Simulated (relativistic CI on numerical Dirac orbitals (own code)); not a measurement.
Computed by Dirac-Coulomb-Breit CI, KLI orbitals optimised for each configuration, model QED (radiative potential, 1s self-energy scaled to tabulated hydrogen-like ionisation energies), valence Slater integrals scaled by 0.85, P86 correlation energy added to each configuration (own radial code, finite nucleus).

CI space (outside the closed core [Ne]): 3s2 3p3, 3s2 3p2 4s, 3s 3p4, 3s2 3p2 4p, 3s2 3p2 3d, 3s2 3p 3d2, 3p5, 3s2 3p2 5s, 3s2 3p2 5p, 3s2 3p2 4d, 3s2 3p2 4f, 3s2 3p2 6s, 3s2 3p2 6p, 3s2 3p2 5d, 3s2 3p 4s2, 3s2 3p2 5f, 3s2 3p2 5g, 3s2 3p2 6d, 3s 3p3 3d, 3s2 3p 4s 4p, 3s2 3p 3d 4s. Levels of other configurations are missing.

For a near-neutral ion this model can misplace configurations by up to about 10,000 cm⁻¹ (more where the count of f electrons changes) and terms by 10 to 25 % of their spread. Rates follow the energies as ν³ (E1, M1) or ν⁵ (E2), so they and the lifetimes can be off by large factors. The fine structure of a lone outer electron comes out too small, for d and f at times inverted, and misplaced configurations move strength between like terms. 23 of the 25 excited levels that our extract of the measured tables holds in this range could be paired (the sources list more); they are missed by 2570 cm⁻¹ on average and 3961 at most, and levels without a partner can miss by more.

Outline of the computed level scheme of P I. Lowest level of each configuration: 3s2 3p3 4S°_3/2 at 0.0000 eV; 3s2 3p2 4s 4P_1/2 at 7.2815 eV; 3s 3p4 4P_5/2 at 7.8725 eV; 3s2 3p2 4p 2S°_1/2 at 8.3083 eV; 3s2 3p2 3d 4F_3/2 at 8.8870 eV; 3s2 3p2 5s 4P_1/2 at 9.3210 eV.

Some strong electric-dipole decays among the lowest 45 levels: 3s2 3p2 4s 2P_1/2 → 3s2 3p3 2D°_3/2 (3.4e+08 s⁻¹); 3s2 3p2 4s 2P_3/2 → 3s2 3p3 2D°_5/2 (3.0e+08 s⁻¹); 3s2 3p2 4s 2D_5/2 → 3s2 3p3 2D°_5/2 (2.6e+08 s⁻¹); 3s2 3p2 4s 2D_3/2 → 3s2 3p3 2D°_3/2 (2.4e+08 s⁻¹); 3s2 3p2 4s 4P_5/2 → 3s2 3p3 4S°_3/2 (2.1e+08 s⁻¹); 3s2 3p2 4s 4P_3/2 → 3s2 3p3 4S°_3/2 (2.1e+08 s⁻¹); 3s2 3p2 4s 4P_1/2 → 3s2 3p3 4S°_3/2 (2.1e+08 s⁻¹); 3s2 3p2 3d 2F_7/2 → 3s2 3p3 2D°_5/2 (1.5e+08 s⁻¹).

Rates of lines that live on the mixing of spin multiplicities can be off by large factors.
